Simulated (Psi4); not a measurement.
gold atom (Au), doublet (core potentials on Au); PW6B95/def2-TZVP (Psi4 1.11).

Psi4 was given this input:
```
memory 2 GB

molecule mol {
0 2
  Au    0.000000    0.000000    0.000000
}

set basis def2-tzvp
set reference uks

energy('pw6b95')
print_variables()
```

What the program printed (banner, timings and long lists left out):

```
   => Loading Basis Set <=

    Name: DEF2-TZVP
    Role: ORBITAL
    Keyword: BASIS

    !!!  WARNING: ECP capability is in beta. Please check occupations closely.  !!!

         ---------------------------------------------------------
                                   SCF
               by Justin Turney, Rob Parrish, Andy Simmonett
                          and Daniel G. A. Smith
                              UKS Reference
         ---------------------------------------------------------

  ==> Geometry <==

    Molecular point group: d2h
    Geometry (in Angstrom), charge = 0, multiplicity = 2:

       Center              X                  Y                   Z               Mass
    ------------   -----------------  -----------------  -----------------  -----------------
         AU           0.000000000000     0.000000000000     0.000000000000   196.966568790000

  Running in d2h symmetry.

  Rotational constants: A = ************  B = ************  C = ************ [cm^-1]
  Rotational constants: A = ************  B = ************  C = ************ [MHz]
  Nuclear repulsion =    0.000000000000000

  Charge       = 0
  Multiplicity = 2
  Electrons    = 19
  Nalpha       = 10
  Nbeta        = 9

  ==> Algorithm <==

  SCF Algorithm Type is DF.
  DIIS enabled.
  MOM disabled.
  Fractional occupation disabled.
  Guess Type is CORE.
  Energy threshold   = 1.00e-06
  Density threshold  = 1.00e-06
  Integral threshold = 1.00e-12

  ==> Primary Basis <==

  Basis Set: DEF2-TZVP
    Blend: DEF2-TZVP
    Number of shells: 14
    Number of basis functions: 40
    Number of Cartesian functions: 46
    Spherical Harmonics?: true
    Max angular momentum: 3

  Core potential: DEF2-TZVP
    Number of shells: 4
    Number of ECP primitives: 14
    Number of ECP core electrons: 60
    Max angular momentum: 3

  ==> DFT Potential <==

   => LibXC <=

    Version 7.1.2
    S. Lehtola, C. Steigemann, M. J. T. Oliveira, and M. A. L. Marques,  SoftwareX 7, 1–5 (2018) (10.1016/j.softx.2017.11.002)

   => Composite Functional: PW6B95 <=

    PW6B95 Hybrid Meta-GGA XC Functional

    Y. Zhao and D. Truhlar, J. Phys. Chem. A., 109,5656-5667, 2005

    Deriv               =              1
    GGA                 =           TRUE
    Meta                =           TRUE

    Exchange Hybrid     =           TRUE
    MP2 Hybrid          =          FALSE

   => Exchange Functionals <=

    0.7200   XC_GGA_X_MPW91

   => Exact (HF) Exchange <=

    0.2800               HF

   => Correlation Functionals <=

    1.0000   XC_MGGA_C_BC95

   => LibXC Density Thresholds  <==

    XC_MGGA_C_BC95:  1.00E-14
    XC_GGA_X_MPW91:  1.00E-15

   => Molecular Quadrature <=

    Radial Scheme          =       TREUTLER
    Pruning Scheme         =           NONE
    Nuclear Scheme         =       TREUTLER

    Blocking Scheme        =         OCTREE
    BS radius alpha        =              1
    Pruning alpha          =              1
    Radial Points          =             75
    Spherical Points       =            302
    Total Points           =          21134
    Total Blocks           =            235
    Max Points             =            256
    Max Functions          =             40
    Weights Tolerance      =       1.00E-15

   => Loading Basis Set <=

    Name: (DEF2-TZVP AUX)
    Role: JKFIT
    Keyword: DF_BASIS_SCF

  ==> Integral Setup <==

  SCF_SUBTYPE=INCORE selected. In-core MEM_DF algorithm will be used.
  Using in-core AOs.

  ==> MemDFJK: Density-Fitted J/K Matrices <==

    J tasked:                   Yes
    K tasked:                   Yes
    wK tasked:                   No
    Algorithm:                 Core
    Schwarz Cutoff:           1E-12
    Mask sparsity (%):       0.0000
    Fitting Condition:        1E-10

   => Auxiliary Basis Set <=

  Basis Set: (DEF2-TZVP AUX)
    Blend: DEF2-UNIVERSAL-JKFIT
    Number of shells: 51
    Number of basis functions: 247
    Number of Cartesian functions: 365
    Spherical Harmonics?: true
    Max angular momentum: 6

  Minimum eigenvalue in the overlap matrix is 1.6681972630E-02.
  Reciprocal condition number of the overlap matrix is 5.0763737847E-03.
    Using symmetric orthogonalization.

  ==> Pre-Iterations <==

  SCF Guess: Core (One-Electron) Hamiltonian.

   -------------------------------------------------------
    Irrep   Nso     Nmo     Nalpha   Nbeta   Ndocc  Nsocc
   -------------------------------------------------------
     Ag        12      12       4       3       3       1
     B1g        3       3       1       1       1       0
     B2g        3       3       1       1       1       0
     B3g        3       3       1       1       1       0
     Au         1       1       0       0       0       0
     B1u        6       6       1       1       1       0
     B2u        6       6       1       1       1       0
     B3u        6       6       1       1       1       0
   -------------------------------------------------------
    Total      40      40      10       9       9       1
   -------------------------------------------------------

  ==> Iterations <==

                           Total Energy        Delta E     RMS |[F,P]|

    Occupation by irrep:
             Ag   B1g   B2g   B3g    Au   B1u   B2u   B3u
    DOCC [     3,    0,    0,    0,    0,    2,    2,    2 ]
    SOCC [     0,    1,    0,    0,    0,    0,    0,    0 ]
    NA   [     3,    1,    0,    0,    0,    2,    2,    2 ]
    NB   [     3,    0,    0,    0,    0,    2,    2,    2 ]

   @DF-UKS iter   1:  -127.01345334349968   -1.27013e+02   2.82756e-01 ADIIS
    Occupation by irrep:
             Ag   B1g   B2g   B3g    Au   B1u   B2u   B3u
    DOCC [     3,    1,    1,    1,    0,    1,    1,    1 ]
    SOCC [     1,    0,    0,    0,    0,    0,    0,    0 ]
    NA   [     4,    1,    1,    1,    0,    1,    1,    1 ]
    NB   [     3,    1,    1,    1,    0,    1,    1,    1 ]

   @DF-UKS iter   2:  -116.38625845495783    1.06272e+01   2.97780e-01 ADIIS
[...]
   @DF-UKS iter  40:  -135.76549222749236    5.83923e-08   6.38450e-04 ADIIS/DIIS
   @DF-UKS iter  41:  -135.76549216858635    5.89060e-08   5.78964e-04 ADIIS/DIIS
   @DF-UKS iter  42:  -135.76549209717138    7.14150e-08   5.04543e-04 ADIIS/DIIS
   @DF-UKS iter  43:  -135.76549202740148    6.97699e-08   4.31769e-04 ADIIS/DIIS
   @DF-UKS iter  44:  -135.76549189550806    1.31893e-07   4.43737e-04 ADIIS/DIIS
   @DF-UKS iter  45:  -135.76549141833530    4.77173e-07   7.21009e-04 ADIIS/DIIS
   @DF-UKS iter  46:  -135.76549211170021   -6.93365e-07   8.84294e-04 ADIIS/DIIS
   @DF-UKS iter  47:  -135.76549232480599   -2.13106e-07   1.01191e-03 ADIIS/DIIS
   @DF-UKS iter  48:  -135.76549199745847    3.27348e-07   1.06137e-03 ADIIS/DIIS
   @DF-UKS iter  49:  -135.76549218922045   -1.91762e-07   1.19720e-03 ADIIS/DIIS
   @DF-UKS iter  50:  -135.76549261032588   -4.21105e-07   9.05337e-04 ADIIS/DIIS
   @DF-UKS iter  51:  -135.76549278125938   -1.70934e-07   6.57086e-04 ADIIS/DIIS
   @DF-UKS iter  52:  -135.76549141702648    1.36423e-06   8.84732e-04 ADIIS/DIIS
   @DF-UKS iter  53:  -135.76549231457008   -8.97544e-07   1.24282e-03 ADIIS/DIIS
   @DF-UKS iter  54:  -135.76549244819222   -1.33622e-07   8.25583e-04 ADIIS/DIIS
   @DF-UKS iter  55:  -135.76549278199309   -3.33801e-07   6.03954e-04 ADIIS/DIIS
   @DF-UKS iter  56:  -135.76549279800878   -1.60157e-08   5.26581e-04 ADIIS/DIIS
   @DF-UKS iter  57:  -135.76549276362124    3.43875e-08   6.65347e-04 ADIIS/DIIS
   @DF-UKS iter  58:  -135.76549272778973    3.58315e-08   7.37741e-04 ADIIS/DIIS
   @DF-UKS iter  59:  -135.76549280949601   -8.17063e-08   4.61722e-04 ADIIS/DIIS
   @DF-UKS iter  60:  -135.76549260713315    2.02363e-07   1.09673e-03 ADIIS/DIIS
   @DF-UKS iter  61:  -135.76549273591905   -1.28786e-07   7.30084e-04 ADIIS/DIIS
   @DF-UKS iter  62:  -135.76549270073838    3.51807e-08   7.88560e-04 ADIIS/DIIS
   @DF-UKS iter  63:  -135.76549271455065   -1.38123e-08   7.76607e-04 ADIIS/DIIS
   @DF-UKS iter  64:  -135.76549282594712   -1.11396e-07   3.49823e-04 ADIIS/DIIS
   @DF-UKS iter  65:  -135.76549283733843   -1.13913e-08   2.18154e-04 ADIIS/DIIS
   @DF-UKS iter  66:  -135.76549283118757    6.15086e-09   3.15527e-04 ADIIS/DIIS
   @DF-UKS iter  67:  -135.76549282803336    3.15421e-09   3.26592e-04 ADIIS/DIIS
   @DF-UKS iter  68:  -135.76549283321668   -5.18332e-09   2.68115e-04 ADIIS/DIIS
   @DF-UKS iter  69:  -135.76549283624047   -3.02379e-09   2.28854e-04 ADIIS/DIIS
   @DF-UKS iter  70:  -135.76549283958150   -3.34103e-09   1.68963e-04 ADIIS/DIIS
   @DF-UKS iter  71:  -135.76549283871472    8.66777e-10   1.82322e-04 ADIIS/DIIS
   @DF-UKS iter  72:  -135.76549284252144   -3.80672e-09   7.32846e-05 DIIS
   @DF-UKS iter  73:  -135.76549284319336   -6.71918e-10   5.38481e-06 DIIS
   @DF-UKS iter  74:  -135.76549284319032    3.04112e-12   8.72424e-06 DIIS
   @DF-UKS iter  75:  -135.76549284319890   -8.58336e-12   3.16153e-06 DIIS
   @DF-UKS iter  76:  -135.76549284320018   -1.27898e-12   8.15660e-07 DIIS
  Energy and wave function converged.

  ==> Post-Iterations <==

   Electrons on quadrature grid:
      Nalpha   =   10.0000000000 ; deviation = -3.908e-14
      Nbeta    =    9.0000000000 ; deviation = -3.375e-14
      Ntotal   =   19.0000000000 ; deviation = -7.283e-14

   @Spin Contamination Metric:   5.358925522E-04
   @S^2 Expected:                7.500000000E-01
   @S^2 Observed:                7.505358926E-01
   @S   Expected:                5.000000000E-01
   @S   Observed:                5.000000000E-01

    Orbital Energies [Eh]
    ---------------------

    Alpha Occupied:

[...]
       4Ag    -0.246248

    Alpha Virtual:

[...]
    Beta Occupied:

[...]
    Beta Virtual:

[...]
      12Ag   204.093347

    Final Occupation by Irrep:
             Ag   B1g   B2g   B3g    Au   B1u   B2u   B3u
    DOCC [     3,    1,    1,    1,    0,    1,    1,    1 ]
    SOCC [     1,    0,    0,    0,    0,    0,    0,    0 ]
    NA   [     4,    1,    1,    1,    0,    1,    1,    1 ]
    NB   [     3,    1,    1,    1,    0,    1,    1,    1 ]

  @DF-UKS Final Energy:  -135.76549284320018

   => Energetics <=

    Nuclear Repulsion Energy =              0.0000000000000000
    One-Electron Energy =                -238.8514129904920651
    Two-Electron Energy =                 112.6533939122834056
    DFT Exchange-Correlation Energy =      -9.5674737649915240
    Empirical Dispersion Energy =           0.0000000000000000
    VV10 Nonlocal Energy =                  0.0000000000000000
    Total Energy =                       -135.7654928432001782

  UHF NO Occupations:
  HONO-2 :    1B3g 1.9999486
  HONO-1 :    3 Ag 1.9999486
  HONO-0 :    4 Ag 1.0000000
  LUNO+0 :    5 Ag 0.0000514
  LUNO+1 :    2B3g 0.0000514
  LUNO+2 :    2B2g 0.0000514
  LUNO+3 :    6 Ag 0.0000514

Computation Completed

Properties will be evaluated at   0.000000,   0.000000,   0.000000 [a0]

Properties computed using the SCF density matrix

 Multipole Moments:

 ------------------------------------------------------------------------------------
     Multipole            Electronic (a.u.)      Nuclear  (a.u.)        Total (a.u.)
 ------------------------------------------------------------------------------------

 L = 1.  Multiply by 2.5417464519 to convert [e a0] to [Debye]
 Dipole X            :          0.0000000            0.0000000            0.0000000
 Dipole Y            :          0.0000000            0.0000000            0.0000000
 Dipole Z            :          0.0000000            0.0000000            0.0000000
 Magnitude           :                                                    0.0000000

 ------------------------------------------------------------------------------------

  Variable Map:
  ----------------------------------------------------------------------------
[...]
  Array Variable Map:
  ----------------------------------------------------------------------------
[...]
[...]
```
